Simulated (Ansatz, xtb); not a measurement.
**A geometry optimisation of F2H3NOSi with r2SCAN-D4/def2-SVP**

The starting geometry of this gas-phase singlet was built from a drawn formula by distance geometry and a force field; its bonds are those of `[O-][NH2+][SiH](F)F`.

| atom | x (Å) | y (Å) | z (Å) |
| --- | --- | --- | --- |
| F | 0.2721 | 1.2222 | -1.0994 |
| F | -1.6650 | 1.7969 | 0.4809 |
| N | -1.3710 | -0.6928 | -0.4393 |
| O | -2.5694 | -1.3141 | -0.8602 |
| Si | -1.2542 | 0.9951 | -0.8263 |
| H | -1.2320 | -0.7822 | 0.6136 |
| H | -0.5882 | -1.1259 | -0.8981 |
| H | -2.0291 | 1.4031 | -2.0057 |

Task: Where would you expect an optimisation with r2SCAN-D4/def2-SVP to take it?

Result: It rearranges to `NO[SiH](F)F`. Contacts that open: N3–Si5 (1.74 → 2.50 Å). Contacts that close: O4–Si5 (2.66 → 1.66 Å).

The energy falls by 2.33 eV over 14 steps:

```json
{"step": "1", "E − E(last) (eV)": "2.326"}
{"step": "2", "E − E(last) (eV)": "2.081"}
{"step": "4", "E − E(last) (eV)": "1.511"}
{"step": "5", "E − E(last) (eV)": "1.064"}
{"step": "7", "E − E(last) (eV)": "0.514"}
{"step": "8", "E − E(last) (eV)": "0.283"}
{"step": "10", "E − E(last) (eV)": "0.052"}
{"step": "11", "E − E(last) (eV)": "0.018"}
{"step": "13", "E − E(last) (eV)": "0.000"}
{"step": "14", "E − E(last) (eV)": "0.000"}
```

Final geometry (Å):

```yaml
atoms:
  - { symbol: F, position_ang: [0.0312, 1.4240, -1.4812] }
  - { symbol: F, position_ang: [-1.6955, 1.8761, 0.3814] }
  - { symbol: N, position_ang: [-0.9439, -1.0236, 0.0006] }
  - { symbol: O, position_ang: [-1.8479, -0.4433, -0.9819] }
  - { symbol: Si, position_ang: [-1.4980, 1.1742, -1.0518] }
  - { symbol: H, position_ang: [-1.5789, -1.4874, 0.6564] }
  - { symbol: H, position_ang: [-0.4941, -1.7838, -0.5172] }
  - { symbol: H, position_ang: [-2.4096, 1.7663, -2.0408] }
```

From the same start GFN2-xTB reaches the same bonding as this run.

No frequencies were run, so the end isn't proven a minimum. Run with Ansatz 0.2.0, 21 s on 1 thread of AMD EPYC 9R45 96-Core Processor (Zen 5), with other jobs on the host.
